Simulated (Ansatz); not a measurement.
`[NH2][Al]([SH])[Cl]` + HCl → `[NH2][Al]([Cl])[Cl]` + H₂S at 500 K and 1 bar (ligand exchange at the Al–S bond).

Isolated molecules relaxed with PBE0-D4/def2-TZVP in Ansatz; ΔE leaves out vibrations. CCSD(T)/CBS is the MP2 limit (def2-TZVPP, def2-QZVPP) plus CCSD(T) − MP2 in def2-TZVPP, frozen cores. This one scheme is used for every species. Each species was taken in one conformer, which may not be the lowest.

```json
{"species": "`[NH2][Al]([SH])[Cl]`", "CCSD(T)/CBS energy (Eh)": "-1156.24062", "H − E (kJ/mol)": "138.8", "S (J/(mol·K))": "396.9"}
{"species": "HCl", "CCSD(T)/CBS energy (Eh)": "-460.38127", "H − E (kJ/mol)": "32.5", "S (J/(mol·K))": "201.9"}
{"species": "`[NH2][Al]([Cl])[Cl]`", "CCSD(T)/CBS energy (Eh)": "-1217.66844", "H − E (kJ/mol)": "113.3", "S (J/(mol·K))": "370.9"}
{"species": "H₂S", "CCSD(T)/CBS energy (Eh)": "-398.97279", "H − E (kJ/mol)": "57.0", "S (J/(mol·K))": "224.0"}
```

H − E and S are ideal-gas, rigid-rotor, harmonic terms from PBE0-D4/def2-TZVP, for one conformer and one mirror image of each species. 1 Eh = 2625.50 kJ/mol, R = 8.31446 J/(mol·K).

Q: By hand: ΔE, ΔH, ΔS and ΔG.

A: ΔE = (-1217.66844) + (-398.97279) − (-1156.24062) − (-460.38127) = -0.01934 Eh = -50.8 kJ/mol. Δ(H − E) = 113.3 + 57.0 − 138.8 − 32.5 = -1.0, so ΔH = -51.8 kJ/mol. ΔS = 370.9 + 224.0 − 396.9 − 201.9 = -3.9 J/(mol·K). ΔG = -51.8 − 500 × (-3.9)/1000 = -49.8 kJ/mol.

Q: By hand: the equilibrium constant, and the temperature at which ΔG would vanish if ΔH and ΔS stayed fixed.

A: log₁₀ K = −ΔG/(RT ln 10) = 5.2. ΔG = 0 at ΔH/ΔS = 13282 K, far beyond where these terms or the molecules hold.

The number of gas molecules stays the same, so ΔS is small and ΔH decides. A doubt of 5 kJ/mol in ΔE shifts log₁₀ K by 0.5 here. Other conformers and mirror images would add mixing entropy, several J/(mol·K) or more a flexible species. These are equilibria of isolated gas molecules and say nothing of rates. Largest T1 diagnostic: 0.010 (customary marks: 0.02 for closed shells, 0.045 for open ones).
